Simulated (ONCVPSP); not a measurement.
# O (Z = 8): excitation energies, all-electron against ONCV

ONCVPSP 4.0.1 input, shortened (lines: element, Z, core and valence counts, functional; n l f; lmax; l rc ep ncon nbas qcut; lloc lpopt rc5 dvloc0; l nproj debl; icmod fcfact rcfact), LDA (Perdew-Wang 92), non-relativistic:

```
  O 8.00    1    2  -001012      upf
    1    0    2.00
    2    0    2.00
    2    1    3.50
    2
    0    0.60    0.00    4    8   11.30
    1    1.30    0.00    4    7    8.20
    2    1.20    0.27    4    8    7.50
    4    5    0.40    6.00
    0    2    1.50
    1    2    3.70
    2    2    3.10
    1    0.20    0.00
```

Energies are relative to the spin-unpolarised reference configuration 2s2 2p3.5; without spin polarisation the order of configurations can differ from experiment.

| valence configuration | charge | ΔE all-electron (eV) | error AE − PS (meV) |
| --- | --- | --- | --- |
| 2s2 2p4 | 0 | -6.370 | +3.0 |
| 2s2 2p3 | +1 | 10.223 | +6.7 |
| 2s1 2p4 | +1 | 25.004 | 0.0 |

Problem. What are ΔE and the potential's error for 2s2 2p2?

Solution. ΔE = 43.943 eV all-electron; the error (AE − PS) is +113 meV.

Levels in the configuration 2s2 2p4:

```
level  all-electron (eV)  pseudo (eV)
   2s            -23.707      -23.698
   2p             -9.205       -9.214
```

Note: ghosts flagged at negative energy: s at -405.2 eV; GHOST(+) flagged for d at 243.3 eV. A true bound ghost makes a file unfit for plane-wave use.
